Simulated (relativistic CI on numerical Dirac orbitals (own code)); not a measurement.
Hyperfine structure of Cs32+, mass number 135

Method of calculation: Dirac-Coulomb-Breit CI, KLI orbitals optimised for each configuration, a model potential for QED, unscaled Slater integrals (own radial code, finite nucleus).

Configurations in the expansion (outside the closed core [Ne]): 3s²3p⁶3d⁵, 3s²3p⁵3d⁶, 3s²3p⁴3d⁷, 3s3p⁶3d⁶, 3p⁶3d⁷, 3s3p⁵3d⁷, 3s²3p⁶3d⁴4s, 3s²3p⁶3d⁴4p, 3s²3p⁶3d⁴4d, 3s²3p⁵3d⁵4s, 3s²3p⁶3d⁴4f, 3s²3p⁶3d³4s², 3s3p⁶3d⁵4s, 3p⁶3d⁶4s, 3s²3p⁶3d⁴5s, 3s²3p⁶3d³4p². Levels of other configurations are missing.

Nuclear spin I = 7/2, μ = 2.7283 μN, Q = 0.048 b (tables of Stone and Pyykkö). The electronic factors are computed for point nuclear moments, without core polarisation or the Bohr-Weisskopf and QED corrections.

| Level | E (cm⁻¹) | A (MHz) | B (MHz) |
| --- | --- | --- | --- |
| 3s²3p⁶3d⁵ ⁴G11/2 | 173138.2 | 14310 | 14 |
| 3s²3p⁶3d⁵ ⁴G9/2 | 191175.7 | 13040 | 977 |
| 3s²3p⁶3d⁵ ⁴P1/2 | 201871.7 | -3836 |  |
| 3s²3p⁶3d⁵ ²D3/2 | 280588.2 | 23240 | -847 |
| 3s²3p⁶3d⁵ ²I11/2 | 285430.2 | 14620 | 66.4 |

Levels with J = 0, under 50 % of one LS term, or S terms without an open s electron are left out. Small factors come from cancelling terms and can be off by tens of per cent or more.

At this charge energies of transitions that change n are usually good to better than 1 %, and those within a shell (Δn = 0) to a few per cent. Terms inside the open d or f shell come out 10 to 20 % too wide with unscaled integrals.

**Question.** Give the hyperfine levels of 3s²3p⁶3d⁵ ⁴G11/2 relative to its centre of gravity.

**Answer.** With K = F(F + 1) − I(I + 1) − J(J + 1), E = AK/2 + B[¾K(K + 1) − I(I + 1)J(J + 1)]/[2I(2I − 1)J(2J − 1)]: F = 2: -325500, F = 3: -282600, F = 4: -225400, F = 5: -153800, F = 6: -67970, F = 7: 32190, F = 8: 146700, F = 9: 275500 MHz.

LS names give the leading component of a level, which can be under half, so a name can repeat, a term be missing and a line seem to break the LS rules.
